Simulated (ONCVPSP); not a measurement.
# Before and after: ONCV potential for C (Z = 6)

| Item | Value |
| --- | --- |
| Element | C |
| Generator | ONCVPSP 4.0.1 |
| Type | optimised norm-conserving Vanderbilt (ONCV) |
| Functional | PBE |
| Relativity | scalar-relativistic |
| Frozen core | [He] |
| Valence charge | 4 |
| Reference configuration | 2s2 2p2 |
| Partial waves | 2s: rc 1.15 bohr, ncon 5, nbas 8, qcut 7.1 1/bohr, local; 2p: rc 2.30 bohr, ncon 4, nbas 8, qcut 5.6 1/bohr, 3 projectors, debl 3.8 Ha; d scattering state at 0.45 Ha: rc 1.95 bohr, ncon 4, nbas 9, qcut 4.8 1/bohr, 2 projectors, debl 1.5 Ha |
| Local potential | the s channel |
| Core correction | Teter function, fcfact 4.25, rcfact 1.55 |

All-electron outer shells of the reference configuration (PBE, scalar-relativistic, ld1.x):

```tsv
shell	level (eV)	outermost node (bohr)	outermost maximum (bohr)
1s	-273.38	–	0.17
2s	-13.75	0.38	1.22
2p	-5.29	–	1.20
```

Change: reference 2s1 2p3.

Cutoffs: the cutoffs (Ha) at which the residual kinetic energy of the hardest occupied pseudo-wave falls to 1 and 0.1 mHa per electron; they do not see the model core or the augmentation charge, which bear on the density cutoff. Errors are all-electron minus pseudo energies relative to the spin-unpolarised reference configuration.

Question: What does the change do?

Answer: The potential gets neither clearly harder nor softer (20 Ha and 28 Ha → 21 Ha and 28 Ha); neither file shows a bound ghost.

```tsv
quantity	base	changed
cutoff, loose	20 Ha	21 Ha
cutoff, tight	28 Ha	28 Ha
loose cutoff by channel	s 20 Ha, p 11 Ha	s 21 Ha, p 11 Ha
bound ghosts	none	none
GHOST(+) flags under 300 eV	none	none
largest error over its own tests, meV	+1080	+746
s: phases at 1.16 bohr within 0.05 rad from the reference energy up to (Ha; the scan ends near 5)	to the end of the scan	to the end of the scan
p: phases at 2.33 bohr within 0.05 rad from the reference energy up to (Ha; the scan ends near 5)	1.0	0.9
d: phases at 1.98 bohr within 0.05 rad from the reference energy up to (Ha; the scan ends near 5)	4.8	4.8
rms error of d²Exc/dni dnj with the model core, mHa	1.39	1.54
```

Base: The cutoffs count occupied waves only; projector 3 of the p channel, the hardest unoccupied one, needs 56 Ha at the loose tolerance. Changed file: The cutoffs count occupied waves only; projector 3 of the p channel, the hardest unoccupied one, needs 56 Ha at the loose tolerance.
